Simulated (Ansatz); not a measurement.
System: MnI, net charge 0, septet state. The spin state was set by rule; other spins were not relaxed. 
Coordinates optimised at B3LYP-D3(BJ)/def2-TZVP (Ansatz, an electronic-structure program):
```
Mn
I 1 2.6230
```
Charge 0, spin multiplicity 7.

Property: vertical ionisation energy (to the sextet state of charge +1; each state is the SCF solution reached for its spin), in eV. Cores are frozen in the correlated levels unless marked. UHF or UKS for open shells. No spin-orbit coupling. The frozen core is the preceding noble-gas configuration, with the filled d and f shells of earlier blocks. In def2 rows, elements after Kr have scalar-relativistic effective core potentials. Basis-set limits of correlation are two-point, X^-3; Hartree-Fock from the larger set.

```csv
level,program,vertical ionisation energy (eV)
B3LYP/def2-TZVPD,Ansatz,7.60
CAM-B3LYP/def2-TZVPD,Ansatz,?
CCSD/def2-TZVPPD,Ansatz,?
"CCSD(T)/CBS(def2-TZVPPD,def2-QZVPPD)",Ansatz,7.69
```

**Question.** Complete the blanks.

**Answer.** 
- CAM-B3LYP/def2-TZVPD, vertical ionisation energy (eV): 7.71
- CCSD/def2-TZVPPD, vertical ionisation energy (eV): 7.62
